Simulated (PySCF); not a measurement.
**How methods differ on the ionisation energy of Zn¹⁶⁺**

Zn¹⁶⁺ [Ne] 3s2 3p2 (3P) → Zn¹⁷⁺ [Ne] 3s2 3p1 (2P), as a difference of total energies. Computed with PySCF 2.14 in an uncontracted even-tempered set (17 s from 1.2 bohr⁻², ratio 2.5; 11 p from 1.6 bohr⁻², ratio 2.5; 5 d from 7.8 bohr⁻², ratio 2.7; 4 f from 12 bohr⁻², ratio 2.7), with the non-relativistic Hamiltonian (point nucleus). Correlated levels: outer shells: 1s2 frozen; virtual orbitals above 40 to 60 times the deepest correlated orbital energy dropped. The calculations carry no spin-orbit coupling.

```tsv
method	ionisation energy (eV)
UHF	572.65
MP2 (outer shells)	573.20
SCS-MP2 (outer shells)	573.03
CCSD (outer shells)	573.10
CCSD(T) (outer shells)	573.10
```

Task: How much does correlation contribute at CCSD(T) (outer shells)?

Result: 573.10 − (572.65) = 0.45 eV, measured against UHF.

A first-order spin-orbit estimate (lowest level to lowest level, LS coupling) adds -0.098 eV.

These non-relativistic numbers lack the scalar-relativistic shift.

For comparison: 577.8 ± 1.3 eV (semi-empirical (NIST evaluation); NIST Atomic Spectra Database, ionization energies).
